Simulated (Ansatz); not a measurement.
System: sum formula H$_{4}$BSiO$_{3}$ (charge -1, singlet). It need not be the lowest isomer of its formula. Whether it binds its extra electron was not tested at this geometry. 
Structure (B3LYP-D3(BJ)/def2-TZVP (Ansatz, an electronic-structure program) minimum search):
SMILES: OB(O)O[SiH2-]
```xyz
9

O     -1.9232    -1.1839    -0.0181
B     -0.8642    -0.2907    -0.2003
O     -1.0811     0.7191    -1.1128
O      0.2768    -0.4563     0.5017
Si     1.6663     0.6387     0.3240
H     -1.6371    -1.8277     0.6375
H     -0.2602     1.2559    -1.1301
H      1.9454     0.8800     1.8161
H      2.7649    -0.4262     0.1759
```
Charge -1, spin multiplicity 1.

Basis-set convergence of Hartree-Fock and MP2 correlation energies (hartree) with Ansatz. Correlated levels leave the core frozen unless marked. Spin-orbit coupling is left out. Non-relativistic. This anion needs diffuse functions, which these sets lack.

| basis | functions | E(HF) | E(corr, MP2) |
|---|---|---|---|
| cc-pV(D+d)Z | 99 | -540.73297 | -0.74501 |
| cc-pV(T+d)Z | 215 | -540.83693 | -0.94966 |
| cc-pV(Q+d)Z | 404 | ? | ? |

### Question
Some entries are withheld; supply them.

### Answer

- cc-pV(Q+d)Z, E(HF): -540.86272
- cc-pV(Q+d)Z, E(corr, MP2): -1.02474
